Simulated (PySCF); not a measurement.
A GIAO shielding run with PySCF (density fitting, non-relativistic, gas phase) on SMILES BBCC, C₂H₈B₂:

```
$ OMP_NUM_THREADS=1 python probes_run.py task.json out

{"job": {"kind": "nmr", "xc": "PBE0", "basis": "pcSseg-0", "pop": true}, "charge": 0, "multiplicity": 1}
B      1.791387    -0.094536     0.755753
B      0.843603    -0.277168    -0.587216
C     -0.698731    -0.032815    -0.738031
C     -1.489258     0.428437     0.480262
H      2.004156    -1.008349     1.525017
H      2.359673     0.947483     1.009379
H      1.427530    -0.651084    -1.593239
H     -1.118639    -0.968761    -1.157816
H     -0.810420     0.679175    -1.580669
H     -1.417505    -0.300976     1.302724
H     -1.108435     1.388233     0.863808
H     -2.559402     0.566014     0.258994
```

Hardware: 1 thread of an Arm Neoverse V1, shared host. The job also computes population analyses, field gradients.

Task: How large is the calculation?

Result: 30 electrons, 52 basis functions and 470 auxiliary functions.

Task: How long does it take, and how much memory does it need?

Result: 3 s of wall time, with 11 SCF cycles and 5 response iterations; peak memory 0.45 GiB. Times on a shared host scatter by some tens of per cent.

Task: And these other runs on the same molecule and hardware: GIAO shielding at B3LYP/pcSseg-2; GIAO shielding at B97-D/pcSseg-2; GIAO shielding at BLYP/pcSseg-2; GIAO shielding at BP86/pcSseg-2; GIAO shielding at HF/pcSseg-2; GIAO shielding at KT2/pcSseg-2?

Result: B3LYP/pcSseg-2: 256 functions, 25 s; B97-D/pcSseg-2: 256 functions, 36 s; BLYP/pcSseg-2: 256 functions, 35 s; BP86/pcSseg-2: 256 functions, 35 s; HF/pcSseg-2: 256 functions, 13 s; KT2/pcSseg-2: 256 functions, 35 s.
